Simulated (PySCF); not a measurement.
Two-component Hartree-Fock for Ge (germanium, neutral)

Start: [Ar] 3d10 4s2 4p2; 4p1/2 filled at m_j = -1/2, +1/2. Calculated with PySCF 2.14 in x2c-TZVPall-2c with one added diffuse shell each of s, p, d type (7s8p5d1f, 63 functions): generalised Hartree-Fock with the X2C-1e Hamiltonian and a Gaussian nucleus; one run each with spin-orbit coupling (SO) switched off, then screened by Boettger's factors.

```csv
spinor shell,electrons,"ε, spin-free (eV)","ε, screened SO (eV)",weight of nominal j (screened SO),"rms radius, screened SO (bohr)"
1s1/2,2,-11179.5,-11179.2,1.000,0.0542
2s1/2,2,-1454.1,-1454.0,1.000,0.227
2p1/2,2,-1265.9,-1287.7,1.000,0.201
2p3/2,4,-1265.9,-1255.3,1.000,0.204
3s1/2,2,-201.55,-201.50,1.000,0.667
3p1/2,2,-141.79,-144.90,0.999,0.693
3p3/2,4,-141.79,-140.21,0.999,0.704
3d3/2,4,-43.572,-43.923,0.990,0.815
3d5/2,6,-43.572,-43.255,0.993,0.816
4s1/2,2,-15.476,-15.452,0.999,2.36
4p1/2,2,-7.819,-7.842,0.550,3.11
```

| quantity | spin-free | screened SO |
| --- | --- | --- |
| E (hartree) | -2097.00651 | -2097.08622 |
| M_J | 0 | 0 |
| ⟨J²⟩ | 2.011 | 1.723 |
| ⟨L²⟩ | 2.008 | 2.012 |
| ⟨S²⟩ | 2.003 | 1.994 |

The determinant has a definite M_J but mixes levels of different J.

Each row is a mean over spinors that exchange with the open shell spreads, by up to 3.995 eV (4s1/2).

Rows whose weight is well below 1 are mixtures of j = l ± 1/2: exchange outweighs spin-orbit coupling there, and the label is only the starting occupation.

Without spin-orbit coupling the j labels of p, d and f shells carry no meaning; the spin-free column gives the mean over the occupied spinors of each nl shell.
